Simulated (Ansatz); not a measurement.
Two isomers of CH7NO2Si: A = `OCN[SiH2]O`, B = `NC[SiH](O)O`.

Program: Ansatz. Geometries: PBE0-D4/def2-TZVP. ΔE: electronic, gas phase. CCSD(T)/CBS adds triple-zeta CCSD(T) − MP2 to the extrapolated MP2 energy (def2 sets, frozen cores). Functionals use def2-TZVPP. B3LYP here is the variant with VWN-RPA as its local correlation; programs differ in this. One conformer a species, not always the lowest.

Q: Which isomer does CCSD(T)/CBS put lower? Give the gap. (Estimate.)

A: Ansatz gave: B, by 98.1 kJ/mol.

Q: Give E(B) − E(A) in kJ/mol with ωB97M-V, CCSD/def2-TZVPP, r2SCAN-D4, PBE0-D4, B2PLYP, CCSD(T)/def2-TZVPP, B3LYP. (Estimate.)

A: Ansatz gave: ωB97M-V -96.1, CCSD/def2-TZVPP -94.9, r2SCAN-D4 -96.4, PBE0-D4 -94.4, B2PLYP -94.6, CCSD(T)/def2-TZVPP -94.7, B3LYP -92.3. None reverses the order clearly.

Largest T1 diagnostic: 0.011.

In def2-TZVPP, CCSD(T) changes the Hartree–Fock value by −6.3 kJ/mol (the triples alone add +0.2 kJ/mol) and MP2 by −10.2 kJ/mol.
